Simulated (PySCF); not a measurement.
Coordinates in bohr (charge 0 multiplicity 3):
```
Hf   -2.5582    0.0000    1.4770
Hf    0.0000    0.0000   -2.9540
Hf    2.5582    0.0000    1.4770
```

Computed with UPBE0/[Hf def2-TZVP with ECP60], scalar-relativistic core potentials, density fitting, no spin–orbit coupling, PySCF.

This geometry of Hf₃ is a stationary point at this level.

Task: What is the point group?

Result: D3h.

Task: Is it a minimum?

Result: Yes: all harmonic wavenumbers are real.

Task: Which band is strongest in the infrared?

Result: 146 cm⁻¹ (e'), 0 km/mol.

Task: Give the ideal-gas entropy at 298.15 K and 1 bar by parts.

Result: translation 187.3, rotation 117.5, vibration 31.6, spin 9.1; total 345.5 J/(mol K).

Other isomers or separated fragments may lie lower. Open d and f shells are described by one determinant, and the ground state may have another occupation or spin. Spin–orbit coupling, left out here, can matter for elements this heavy.
